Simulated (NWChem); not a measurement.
A series in which one site is exchanged, each optimised at PBE0/def2-SVP with NWChem, gas phase unless a solvent is named. This build's default masses of Se (78.918 u) and Br (79.917 u) are each other's, which moves their modes by up to 0.6 %. Some are not confirmed as minima by frequencies. def2 effective core potentials on I; no spin-orbit coupling.

A: [SeH2] (H$_{2}$Se; site = H)
B: [SeH]Br (HSeBr; site = Br)
C: [SeH]I (HSeI; site = I)
D: F[SeH] (HSeF; site = F)

Task: Rank them by orbital gap (eV), PBE0/def2-SVP, lowest first.

Result: C (3.88), B (4.35), D (5.17), A (7.30)
